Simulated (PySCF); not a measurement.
# How methods differ on the excitation energy of Cl⁺

Cl⁺ [Ne] 3s2 3p4 (3P) → Cl⁺ [Ne] 3s1 3p5 (3P), as a difference of total energies. All numbers are calculated (PySCF 2.14, scalar relativity by spin-free X2C-1e, in aug-cc-pCVTZ-DK with one added diffuse shell each of s, p, d, f type (9s8p6d4f, 91 functions)). Correlated levels: valence: [Ne] frozen; valence and next inner shell: 1s2 frozen; nothing frozen. The calculations carry no spin-orbit coupling.

| method | excitation energy (eV) | error (eV) |
| --- | --- | --- |
| UHF | 14.475 | +2.902 |
| LDA | 12.410 | +0.837 |
| PBE | 12.474 | +0.901 |
| PBE0 | 13.006 | +1.433 |
| r2SCAN | 12.752 | +1.179 |
| HSE06 | 13.013 | +1.440 |
| PW91 | 12.464 | +0.891 |
| CAM-B3LYP | 13.072 | +1.499 |
| B97-3 | 13.060 | +1.487 |
| MP2 (valence) | 13.150 | +1.577 |
| SCS-MP2 (valence) | 12.989 | +1.416 |
| MP2 (valence and next inner shell) | 13.111 | +1.538 |
| SCS-MP2 (valence and next inner shell) | 12.951 | +1.378 |
| MP2 (all electrons) | 13.103 | +1.530 |
| SCS-MP2 (all electrons) | 12.945 | +1.372 |

Reference: 11.573 eV (measured; NIST levels, between the centres of gravity of the two terms).

Errors of the correlated levels include the incompleteness of this basis and the frozen core.
